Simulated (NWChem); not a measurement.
System: C2H3ClOSi; SMILES Cl[Si@H]1C=CO1

The following NWChem deck was run.

```
start job
memory heap 200 mb stack 900 mb global 1100 mb
geometry units angstroms
  Cl     1.754361    -0.295919     0.279527
  Si     0.034308     0.321341    -0.508936
  C     -1.446592    -0.837445    -0.681236
  C     -1.998438    -0.115626     0.294886
  O     -1.071823     0.831682     0.685698
  H      0.199214     1.377496    -1.485693
  H     -1.853998    -1.644982    -1.253123
  H     -2.943886    -0.122593     0.807388
end
basis spherical
  * library 6-31g*
end
dft
  xc b3lyp
  iterations 150
end
driver
  maxiter 120
end
task dft optimize
task dft freq
```

NWChem printed, in part:

```
             Northwest Computational Chemistry Package (NWChem) 7.3.0
             --------------------------------------------------------

 C1  symmetry detected

                             Geometry "geometry" -> ""
                             -------------------------

 Output coordinates in angstroms (scale by  1.889725989 to convert to a.u.)

  No.       Tag          Charge          X              Y              Z
 ---- ---------------- ---------- -------------- -------------- --------------
    1 Cl                  17.0000     0.00474777     1.84642514    -0.28422190
    2 Si                  14.0000    -0.09250699     0.05737902     0.58245083
    3 C                    6.0000    -1.07826039    -1.35969979    -0.18286937
    4 C                    6.0000     0.10768253    -1.90543630    -0.45504928
    5 O                    8.0000     1.07957913    -1.01820141    -0.03436761
    6 H                    1.0000     0.02626768     0.11317243     2.02449496
    7 H                    1.0000    -2.06415613    -1.74607429    -0.33738386
    8 H                    1.0000     0.43910847    -2.82320398    -0.90719759

 Effective nuclear repulsion energy (a.u.)     273.0203917033

                                Z-matrix (autoz)
                                --------

 Units are Angstrom for bonds and degrees for angles

      Type          Name      I     J     K     L     M      Value
      ----------- --------  ----- ----- ----- ----- ----- ----------
    1 Stretch                  1     2                       1.99029
    2 Stretch                  2     3                       1.88826
    3 Stretch                  2     4                       2.22915
    4 Stretch                  2     5                       1.70620
    5 Stretch                  2     6                       1.44800
    6 Stretch                  3     4                       1.33356
    7 Stretch                  3     7                       1.07012
    8 Stretch                  4     5                       1.38157
    9 Stretch                  4     8                       1.07544
   10 Bend                     1     2     3               121.57431
   11 Bend                     1     2     4               125.76277
   12 Bend                     1     2     5               112.06530
   13 Bend                     1     2     6               113.26688
   14 Bend                     2     3     4                85.73225
   15 Bend                     2     3     7               144.13898
   16 Bend                     2     4     3                57.64274
   17 Bend                     2     4     5                49.90874
   18 Bend                     2     4     8               167.10398
   19 Bend                     2     5     4                91.81429
   20 Bend                     3     2     4                36.62501
   21 Bend                     3     2     5                74.87098
   22 Bend                     3     2     6               118.38369
   23 Bend                     3     4     5               107.49657
   24 Bend                     3     4     8               135.16240
   25 Bend                     4     2     5                38.27698
   26 Bend                     4     2     6               119.34514
   27 Bend                     4     3     7               129.94786
   28 Bend                     5     2     6               109.14556
   29 Bend                     5     4     8               117.33956
   30 Torsion                  1     2     3     4         108.84930
   31 Torsion                  1     2     3     7         -76.36494
   32 Torsion                  1     2     4     3         -96.47198
   33 Torsion                  1     2     4     5          80.48072
   34 Torsion                  1     2     4     8          89.76962
   35 Torsion                  1     2     5     4        -120.28616
   36 Torsion                  2     3     4     5          -2.44392
   37 Torsion                  2     3     4     8         178.02789
   38 Torsion                  2     4     3     7        -176.01782
   39 Torsion                  2     5     4     3           2.69873
   40 Torsion                  2     5     4     8        -177.67577
   41 Torsion                  3     2     4     5         176.95270
   42 Torsion                  3     2     4     8        -173.75840
   43 Torsion                  3     2     5     4          -1.88266
   44 Torsion                  3     4     2     5        -176.95270
   45 Torsion                  3     4     2     6          99.07981
   46 Torsion                  4     2     3     7         174.78576
   47 Torsion                  4     3     2     5           1.95492
   48 Torsion                  4     3     2     6        -101.93647
   49 Torsion                  4     5     2     6         113.42072
   50 Torsion                  5     2     3     7         176.74069
   51 Torsion                  5     2     4     8           9.28890
   52 Torsion                  5     4     2     6         -83.96748
   53 Torsion                  5     4     3     7        -178.46174
   54 Torsion                  6     2     3     7          72.84929
   55 Torsion                  6     2     4     8         -74.67859
   56 Torsion                  7     3     4     8           2.01006

                           NWChem Geometry Optimization
                           ----------------------------

 maximum gradient threshold         (gmax) =   0.000450
 rms gradient threshold             (grms) =   0.000300
 maximum cartesian step threshold   (xmax) =   0.001800
 rms cartesian step threshold       (xrms) =   0.001200
 fixed trust radius                (trust) =   0.300000
 source of zmatrix                         =   autoz

          -------------------
          Energy Minimization
          -------------------

 Using diagonal initial Hessian
 Scaling for Hessian diagonals: bonds = 1.00  angles = 0.25  torsions = 0.10

          --------
          Step   0

                                 NWChem DFT Module
                                 -----------------

[...]

      ----------------------
      Optimization converged
      ----------------------

  Step       Energy      Delta E   Gmax     Grms     Xrms     Xmax
  ---- ---------------- -------- -------- -------- -------- --------
@    9    -902.95195564 -7.3D-07  0.00012  0.00003  0.00045  0.00137
                                     ok       ok       ok       ok

                                Z-matrix (autoz)
                                --------

 Units are Angstrom for bonds and degrees for angles

[...]

 Rotational Constants
 --------------------
 A=   0.280437 cm-1  (  0.403477 K)
 B=   0.071575 cm-1  (  0.102978 K)
 C=   0.065899 cm-1  (  0.094812 K)

 Temperature                      =   298.15K
 frequency scaling parameter      =   1.0000

 Zero-Point correction to Energy  =   29.365 kcal/mol  (  0.046796 au)
 Thermal correction to Energy     =   32.667 kcal/mol  (  0.052058 au)
 Thermal correction to Enthalpy   =   33.259 kcal/mol  (  0.053002 au)

 Total Entropy                    =   74.729 cal/mol-K
   - Translational                =   39.873 cal/mol-K (mol. weight = 105.9642)
   - Rotational                   =   26.591 cal/mol-K (symmetry #  =        1)
   - Vibrational                  =    8.265 cal/mol-K

 Cv (constant volume heat capacity) =   18.100 cal/mol-K
   - Translational                  =    2.979 cal/mol-K
   - Rotational                     =    2.979 cal/mol-K
   - Vibrational                    =   12.141 cal/mol-K

[normal modes left out]

 ----------------------------------------------------------------------------
 Normal Eigenvalue ||           Projected Infra Red Intensities
  Mode   [cm**-1]  || [atomic units] [(debye/angs)**2] [(KM/mol)] [arbitrary]
 ------ ---------- || -------------- ----------------- ---------- -----------
    1       -0.000 ||    0.000791           0.018         0.771       0.195
    2        0.000 ||    0.000157           0.004         0.153       0.039
    3        0.000 ||    0.000699           0.016         0.682       0.172
    4        0.000 ||    0.000864           0.020         0.842       0.212
    5        0.000 ||    0.000058           0.001         0.057       0.014
    6        0.000 ||    0.000229           0.005         0.223       0.056
    7      155.378 ||    0.001191           0.027         1.161       0.293
    8      194.494 ||    0.002542           0.059         2.478       0.625
    9      387.348 ||    0.016212           0.374        15.804       3.988
   10      532.836 ||    0.109472           2.526       106.719      26.929
   11      653.155 ||    0.052119           1.202        50.809      12.821
   12      662.009 ||    0.047717           1.101        46.517      11.738
   13      701.590 ||    0.035062           0.809        34.180       8.625
   14      734.839 ||    0.026473           0.611        25.807       6.512
   15      855.986 ||    0.213788           4.932       208.411      52.589
   16      900.275 ||    0.037616           0.868        36.670       9.253
   17      955.174 ||    0.023752           0.548        23.155       5.843
   18     1033.044 ||    0.094197           2.173        91.828      23.171
   19     1119.220 ||    0.083184           1.919        81.092      20.462
   20     1293.954 ||    0.006691           0.154         6.522       1.646
   21     1564.573 ||    0.072895           1.682        71.061      17.931
   22     2304.644 ||    0.133641           3.083       130.280      32.874
   23     3201.065 ||    0.015386           0.355        14.999       3.785
   24     3301.145 ||    0.000932           0.021         0.908       0.229
 ----------------------------------------------------------------------------
```

Level: B3LYP/6-31G* (spherical d).
